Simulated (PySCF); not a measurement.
Br2, charge +1, doublet, geometry from GFN2-xTB (a state made from the parent by changing its charge; the spin is typed, not shown lowest).

The PySCF input:
```python
from pyscf import gto, scf, dft

mol = gto.Mole()
mol.atom = '''
    Br   -0.000000   -0.000000   -1.119093
    Br    0.000000    0.000000    1.119093
'''
mol.basis = 'sto-3g'
mol.charge = 1
mol.spin = 1
mol.verbose = 3
mol.build()

mf = dft.UKS(mol)
mf.xc = 'wb97x'
mf.kernel()
```

Question: What does this run give for the number of basis functions, <S^2>, total energy, Mulliken (on the basis functions themselves) charges in atom order, HOMO energy, nuclear repulsion energy?

Answer: 
The number of basis functions is 36 and the <S^2> comes out as 0.750. The total energy comes out as -5091.821402 Ha, the Mulliken (on the basis functions themselves) charges in atom order is Br1 0.50, Br2 0.50 and the HOMO energy is -16.30 eV. The nuclear repulsion energy is 289.6283 Eh.

These values belong to the state on which the SCF converged, which isn't shown to be the lowest.
